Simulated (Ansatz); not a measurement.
Steps of a relaxation of C₃H₁₁BFN, SMILES `C[NH2+][B-](C)(C)F` with RKS PBE-D4/def2-SVP.

```sh
$ ansatz run in.yaml --threads 4 --pin off --events-out ev --progress --plain --max-ram 11315MiB
```

```yaml
crystal:
  periodic: [false, false, false]
  atoms:
    - {symbol: C, position_ang: [-1.478000, -1.332000, -0.516000]}
    - {symbol: N, position_ang: [-0.094400, -1.007300, -0.429300]}
    - {symbol: B, position_ang: [0.186100, 0.501500, -0.197100]}
    - {symbol: C, position_ang: [1.882900, 0.750600, -0.272800]}
    - {symbol: C, position_ang: [-0.310500, 0.969300, 1.247200]}
    - {symbol: F, position_ang: [-0.419500, 1.327600, -1.214400]}
    - {symbol: H, position_ang: [-1.650300, -2.358900, -0.767200]}
    - {symbol: H, position_ang: [-1.959700, -0.669100, -1.342700]}
    - {symbol: H, position_ang: [-2.035500, -1.069900, 0.479600]}
    - {symbol: H, position_ang: [0.315300, -1.577700, 0.371000]}
    - {symbol: H, position_ang: [0.350600, -1.302100, -1.303200]}
    - {symbol: H, position_ang: [2.345800, 0.160100, 0.534500]}
    - {symbol: H, position_ang: [1.990600, 1.843500, -0.145700]}
    - {symbol: H, position_ang: [2.159500, 0.434400, -1.246600]}
    - {symbol: H, position_ang: [-1.418300, 1.064700, 1.255200]}
    - {symbol: H, position_ang: [-0.017700, 0.273000, 2.061000]}
    - {symbol: H, position_ang: [0.134200, 1.992000, 1.526500]}
basis:
  gaussian: {orbitals: def2-SVP}
hamiltonian: {xc: pbe, dispersion: d4}
relax: {f_tol: 0.03, max_steps: 200}
```

Positions (Å) and forces (eV/Å) along the path, 7 of 8 steps:

```xyz
17
step=1 energy=-8159.3183 eV
C    -1.478   -1.332   -0.516   -3.446    2.006    0.220
N    -0.094   -1.007   -0.429    0.872   -1.295    0.832
B     0.186    0.501   -0.197    2.607    3.154    0.544
C     1.883    0.751   -0.273   -2.847   -0.280    1.139
C    -0.310    0.969    1.247   -0.210    0.633    0.518
F    -0.419    1.328   -1.214   -0.193   -1.034   -0.088
H    -1.650   -2.359   -0.767   -0.228   -1.284   -0.214
H    -1.960   -0.669   -1.343    0.627   -0.837    1.149
H    -2.035   -1.070    0.480    0.928   -0.400   -1.471
H     0.315   -1.578    0.371   -0.007    0.837   -1.036
H     0.351   -1.302   -1.303    0.510   -0.151   -0.197
H     2.346    0.160    0.534    0.547    0.099    0.038
H     1.991    1.843   -0.146    0.357   -0.115    0.032
H     2.159    0.434   -1.247    1.101   -0.415   -1.575
H    -1.418    1.065    1.255   -0.075    0.148    0.303
H    -0.018    0.273    2.061   -0.022   -0.025    0.188
H     0.134    1.992    1.526   -0.520   -1.041   -0.382
17
step=2 energy=-8159.9437 eV
C    -1.496   -1.300   -0.520   -1.321    0.569    0.079
N    -0.082   -0.953   -0.414    0.177   -1.329    0.206
B     0.235    0.579   -0.139    0.600    0.922   -0.540
C     1.902    0.692   -0.333   -1.372    0.440    0.860
C    -0.408    0.963    1.302    0.421    0.479    0.122
F    -0.469    1.229   -1.230    0.355   -0.077    0.351
H    -1.663   -2.354   -0.773    0.035   -0.351   -0.053
H    -1.970   -0.650   -1.303    0.334   -0.273    0.333
H    -2.019   -1.062    0.444    0.325   -0.151   -0.406
H     0.359   -1.500    0.353   -0.056    0.165   -0.353
H     0.396   -1.232   -1.285    0.137    0.056    0.008
H     2.472    0.147    0.452    0.050    0.040   -0.063
H     2.135    1.774   -0.226    0.225   -0.082   -0.037
H     2.247    0.370   -1.324    0.122   -0.138   -0.389
H    -1.521    1.023    1.316    0.110   -0.027   -0.091
H    -0.099    0.292    2.136    0.010    0.008   -0.012
H    -0.038    1.982    1.583   -0.152   -0.252   -0.016
17
step=3 energy=-8160.0766 eV
C    -1.535   -1.339   -0.543   -0.157   -0.068   -0.023
N    -0.106   -0.986   -0.431    0.051   -0.565    0.015
B     0.243    0.588   -0.136    0.056    0.773   -0.316
C     1.863    0.718   -0.295   -0.194    0.034    0.107
C    -0.363    1.006    1.313    0.049   -0.095   -0.060
F    -0.446    1.241   -1.229    0.191   -0.143    0.327
H    -1.689   -2.405   -0.811    0.064    0.056    0.007
H    -1.991   -0.686   -1.304    0.018    0.060   -0.099
H    -2.036   -1.127    0.414   -0.016    0.011    0.148
H     0.348   -1.537    0.313    0.001   -0.040   -0.011
H     0.382   -1.245   -1.305    0.016    0.099    0.035
H     2.446    0.174    0.483   -0.031   -0.015   -0.045
H     2.161    1.788   -0.202   -0.063   -0.116   -0.030
H     2.227    0.378   -1.293    0.009    0.005    0.027
H    -1.473    1.057    1.336   -0.020   -0.041   -0.015
H    -0.039    0.350    2.155   -0.001    0.004   -0.044
H    -0.009    2.024    1.575    0.026    0.040   -0.022
17
step=4 energy=-8160.0818 eV
C    -1.543   -1.321   -0.478    0.245   -0.444   -0.127
N    -0.089   -1.025   -0.457   -0.184    0.396    0.043
B     0.252    0.616   -0.174    0.196   -0.194    0.172
C     1.865    0.714   -0.270    0.003    0.093   -0.066
C    -0.387    1.016    1.262   -0.021    0.077   -0.052
F    -0.407    1.229   -1.274   -0.007    0.036    0.003
H    -1.692   -2.352   -0.863   -0.272    0.086    0.078
H    -2.044   -0.586   -1.140    0.120   -0.057    0.083
H    -1.956   -1.231    0.547    0.083    0.006   -0.155
H     0.413   -1.598    0.236   -0.073    0.009    0.048
H     0.346   -1.241   -1.368   -0.095    0.043    0.018
H     2.409    0.144    0.516   -0.032   -0.019    0.019
H     2.164    1.775   -0.138    0.045    0.001   -0.020
H     2.273    0.394   -1.257   -0.022    0.008    0.019
H    -1.499    1.054    1.259    0.014   -0.013    0.003
H    -0.076    0.369    2.113    0.022   -0.013   -0.061
H    -0.047    2.042    1.524   -0.021   -0.016   -0.004
17
step=5 energy=-8160.1029 eV
C    -1.545   -1.342   -0.516    0.043    0.001    0.034
N    -0.105   -1.005   -0.438   -0.026   -0.108   -0.037
B     0.255    0.617   -0.154   -0.054    0.105   -0.013
C     1.864    0.721   -0.281    0.017   -0.035   -0.022
C    -0.369    1.015    1.285   -0.009    0.009    0.025
F    -0.419    1.250   -1.241    0.028   -0.017    0.030
H    -1.706   -2.394   -0.835   -0.010    0.074    0.030
H    -2.015   -0.647   -1.238    0.031   -0.041    0.042
H    -2.005   -1.178    0.478    0.035   -0.020   -0.098
H     0.373   -1.568    0.282   -0.025    0.005   -0.007
H     0.362   -1.235   -1.330   -0.020    0.029    0.023
H     2.419    0.152    0.499   -0.007   -0.005   -0.003
H     2.176    1.781   -0.167   -0.009   -0.009   -0.006
H     2.248    0.389   -1.274   -0.006    0.007    0.019
H    -1.481    1.030    1.300    0.017   -0.008   -0.003
H    -0.029    0.366    2.124    0.006    0.008   -0.016
H    -0.043    2.045    1.545   -0.010    0.004    0.002
17
step=7 energy=-8160.1049 eV
C    -1.541   -1.341   -0.526    0.041    0.000   -0.009
N    -0.104   -1.007   -0.433   -0.018   -0.034   -0.003
B     0.251    0.622   -0.147   -0.005    0.041   -0.008
C     1.860    0.715   -0.284    0.015    0.003    0.008
C    -0.366    1.020    1.294    0.000   -0.014    0.000
F    -0.425    1.251   -1.233    0.004   -0.003    0.006
H    -1.705   -2.390   -0.840   -0.010   -0.004    0.002
H    -2.000   -0.648   -1.255   -0.004   -0.001   -0.004
H    -2.014   -1.170    0.458    0.002   -0.002    0.003
H     0.365   -1.568    0.293   -0.007   -0.001   -0.003
H     0.373   -1.231   -1.320   -0.016    0.006    0.011
H     2.416    0.144    0.493   -0.006   -0.001   -0.002
H     2.178    1.773   -0.176    0.006   -0.002   -0.002
H     2.235    0.380   -1.279    0.000    0.002   -0.001
H    -1.477    1.003    1.322   -0.012    0.003   -0.001
H     0.001    0.387    2.133    0.013   -0.004    0.005
H    -0.066    2.060    1.541   -0.002    0.010   -0.003
17
step=8 energy=-8160.1052 eV
C    -1.542   -1.341   -0.529    0.007    0.008   -0.005
N    -0.107   -1.008   -0.431    0.010    0.010    0.000
B     0.251    0.625   -0.146    0.003    0.001    0.005
C     1.861    0.715   -0.284   -0.008   -0.003    0.003
C    -0.364    1.021    1.296   -0.003   -0.003    0.008
F    -0.425    1.253   -1.231    0.001    0.000   -0.001
H    -1.707   -2.391   -0.842   -0.002   -0.011   -0.003
H    -1.997   -0.649   -1.261   -0.005    0.000   -0.003
H    -2.018   -1.169    0.452   -0.005    0.001    0.008
H     0.360   -1.570    0.295    0.000   -0.001    0.000
H     0.374   -1.230   -1.317   -0.003   -0.006   -0.002
H     2.414    0.139    0.491   -0.001    0.000    0.001
H     2.184    1.771   -0.173    0.002    0.000    0.002
H     2.234    0.380   -1.280    0.001    0.000   -0.004
H    -1.475    0.984    1.332    0.007    0.004    0.002
H     0.021    0.401    2.136    0.000    0.007   -0.006
H    -0.082    2.069    1.533   -0.004   -0.006   -0.003
```

It took 16 s on 4 threads of an Arm Neoverse V2 on a shared host, with 0.19 GiB of host memory at the peak.
